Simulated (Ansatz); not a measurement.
Reactions of C₂H₈N₂O₂W (`C[O][W](=[NH])(=[NH])[O]C`).

Gas-phase electronic energies from Ansatz, PBE0-D4/def2-TZVP geometries. CBS: MP2 limit from def2 TZ/QZ plus the TZ coupled-cluster correction, frozen cores. Double bonds are as drawn, so ΔE can hold a change between cis and trans. Functionals use def2-TZVPP. def2 core potentials past Kr. For Mg, W outer-core shells are correlated without core-valence functions, which leaves a few kJ/mol of doubt a bond. One conformer a species, not always the lowest.

| reaction | PBE-D4 (kJ/mol) | ωB97M-V (kJ/mol) | CCSD(T)/CBS(def2) (kJ/mol) |
| --- | --- | --- | --- |
| `C[O][W](=[NH])(=[NH])[O]C` + `[NH2][Mg][OH]` → `C[O][W](=[NH])(=[NH])[OH]` + `C[O][Mg][NH2]` | 8 | 8 | 9 |
| `C[O][W](=[NH])(=[NH])[O]C` + `C[O][Al]([Cl])[O]C` → `C[O][W](=[NH])(=[NH])[Cl]` + `C[O][Al]([O]C)[O]C` | 3 | 3 | -1 |
| `C[O][W](=[NH])(=[NH])[O]C` + `[SiH3]O[SiH](Cl)Cl` → `C[O][W](=[NH])(=[NH])[Cl]` + `CO[SiH](Cl)O[SiH3]` | -38 | -44 | -49 |
| `C[O][W](=[NH])(=[NH])[O]C` + `O[SiH2]N[SiH2]Cl` → `C[O][W](=[NH])(=[NH])[OH]` + `CO[SiH2]N[SiH2]Cl` | 4 | 2 | 5 |
| `C[O][W](=[NH])(=[NH])[O]C` + `C=CN[SiH2]Cl` → `C=CN(C)[SiH2]Cl` + `C[O][W](=[NH])(=[NH])[OH]` | -26 | -28 | -29 |
| `C[O][W](=[NH])(=[NH])[O]C` + `[CH3][Al]([NH2])[Cl]` → `C[NH][Al]([CH3])[Cl]` + `C[O][W](=[NH])(=[NH])[OH]` | -6 | -6 | -6 |
| `C[O][W](=[NH])(=[NH])[O]C` + `O/C=N/[SiH3]` → `C/C(O)=N\[SiH3]` + `C[O][W](=[NH])(=[NH])[OH]` | -70 | -73 | -72 |
| `C[O][W](=[NH])(=[NH])[O]C` + `CB(O)F` → `COB(C)F` + `C[O][W](=[NH])(=[NH])[OH]` | 12 | 9 | 11 |

Largest T1 diagnostic: 0.020, for `C[O][W](=[NH])(=[NH])[OH]`.
